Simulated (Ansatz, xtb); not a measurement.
## Relaxing a trial structure of BHOSn

The starting geometry of this gas-phase singlet was built from a drawn formula by distance geometry and a force field; its bonds are those of `[B+]=[SnH-]=[O]`.

```xyz
4

B    -0.9583   -0.8974    2.2485
O     2.1436   -0.9261    1.5990
Sn    0.5203   -0.4925    0.9759
H     0.1364   -0.7272   -0.7049
```

Where would you expect an optimisation with r2SCAN-D4/def2-SVP to take it?

It rearranges to `O=[B][SnH]`. Distances that change by over a tenth: B1–Sn3 (1.99 → 2.31 Å). Contacts that open: O2–Sn3 (1.79 → 3.52 Å). Contacts that close: B1–O2 (3.17 → 1.21 Å).

The energy falls by 7.94 eV over 32 steps:

```tsv
step	E − E(last) (eV)
1	7.941
4	6.880
8	6.514
11	3.606
15	1.259
18	1.165
22	0.975
25	0.536
29	0.011
32	0.000
```

Final geometry (Å):

| atom | x (Å) | y (Å) | z (Å) |
| --- | --- | --- | --- |
| B | 0.5875 | -0.9712 | 1.9373 |
| O | 1.1802 | -1.0665 | 2.9910 |
| Sn | -0.6705 | -0.8543 | 0.0015 |
| H | 0.7448 | -0.1512 | -0.8113 |

From the same start GFN2-xTB reaches the same bonding as this run.

The end wasn't checked by frequencies. Atoms past krypton carry core potentials, without spin–orbit terms. Run with Ansatz 0.2.0, 33 s on 2 threads of Arm Neoverse V1, on a shared host.
